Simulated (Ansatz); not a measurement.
B(PH3)Cl3 (BPH3Cl3). Total charge 0; singlet. Geometry B3LYP-D4/def2-SVP, basis def2-TZVP, Ansatz.

```xyz
8

B     0.863    0.384   -0.527
P    -0.756   -0.336    0.461
H    -1.649    0.634    0.971
H    -0.481   -1.124    1.602
H    -1.613   -1.174   -0.288
Cl    1.722    1.407    0.730
Cl    0.140    1.336   -1.918
Cl    1.774   -1.126   -1.030
```

```csv
run,HOMO (eV),LUMO (eV)
A,-6.65,-1.17
B,-8.20,-0.39
C,-6.95,-1.48
D,-7.92,-0.60
E,-10.91,1.87
F,-7.16,-1.03
```

LC-ωPBE has ω = 0.4 bohr⁻¹. B3LYP takes the VWN-RPA correlation.

**Question.** The runs used B3LYP, BLYP, LC-ωPBE, LDA (SPW92), PBE0, r2SCAN. Estimate which is which.

**Answer.** A BLYP (0 % exact exchange); B PBE0 (25 % exact exchange); C LDA (SPW92) (0 % exact exchange); D B3LYP (20 % exact exchange); E LC-ωPBE (range-separated); F r2SCAN (0 % exact exchange). Exact exchange lowers occupied and raises empty levels; among semilocal functionals meta-GGAs tend to open the gap a little, and such runs are hard to tell apart. The gap grows from 5.47 eV (LDA (SPW92)) to 12.79 eV (LC-ωPBE).
